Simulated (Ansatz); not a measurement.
`[CH3][SnH]([OH])[F]` + NH₃ → `[NH2][SnH]([OH])[F]` + CH₄ at 700 K and 1 bar (ligand exchange at the Sn–C bond).

Gas-phase electronic energies from Ansatz, PBE0-D4/def2-TZVP geometries. CCSD(T)/CBS is the MP2 limit (def2-TZVPP, def2-QZVPP) plus CCSD(T) − MP2 in def2-TZVPP, frozen cores. This one scheme is used for every species. def2 core potentials past Kr. For Sn outer-core shells are correlated without core-valence functions, which leaves a few kJ/mol of doubt a bond. Each species was taken in one conformer, which may not be the lowest.

```json
{"species": "`[CH3][SnH]([OH])[F]`", "CCSD(T)/CBS energy (Eh)": "-430.11060", "H − E (kJ/mol)": "226.2", "S (J/(mol·K))": "468.8"}
{"species": "NH₃", "CCSD(T)/CBS energy (Eh)": "-56.50880", "H − E (kJ/mol)": "116.9", "S (J/(mol·K))": "226.5"}
{"species": "`[NH2][SnH]([OH])[F]`", "CCSD(T)/CBS energy (Eh)": "-446.16360", "H − E (kJ/mol)": "195.2", "S (J/(mol·K))": "452.7"}
{"species": "CH₄", "CCSD(T)/CBS energy (Eh)": "-40.46206", "H − E (kJ/mol)": "145.9", "S (J/(mol·K))": "224.0"}
```

H − E and S are ideal-gas, rigid-rotor, harmonic terms from PBE0-D4/def2-TZVP, for one conformer and one mirror image of each species. 1 Eh = 2625.50 kJ/mol, R = 8.31446 J/(mol·K).

By hand: ΔE, ΔH, ΔS and ΔG.

ΔE = (-446.16360) + (-40.46206) − (-430.11060) − (-56.50880) = -0.00626 Eh = -16.4 kJ/mol. Δ(H − E) = 195.2 + 145.9 − 226.2 − 116.9 = -2.0, so ΔH = -18.4 kJ/mol. ΔS = 452.7 + 224.0 − 468.8 − 226.5 = -18.6 J/(mol·K). ΔG = -18.4 − 700 × (-18.6)/1000 = -5.4 kJ/mol.

By hand: the equilibrium constant, and the temperature at which ΔG would vanish if ΔH and ΔS stayed fixed.

log₁₀ K = −ΔG/(RT ln 10) = 0.4. ΔG = 0 at ΔH/ΔS = 989 K, though so small a ΔS makes that figure unsure.

TΔS isn't small against ΔH here. The sign of ΔG lies within the doubt. A doubt of 5 kJ/mol in ΔE shifts log₁₀ K by 0.4 here. Other conformers and mirror images would add mixing entropy, several J/(mol·K) or more a flexible species. Modes under 60 cm⁻¹, often nearly free rotors, make the harmonic entropy too high. These are equilibria of isolated gas molecules and say nothing of rates. Largest T1 diagnostic: 0.014 (customary marks: 0.02 for closed shells, 0.045 for open ones).
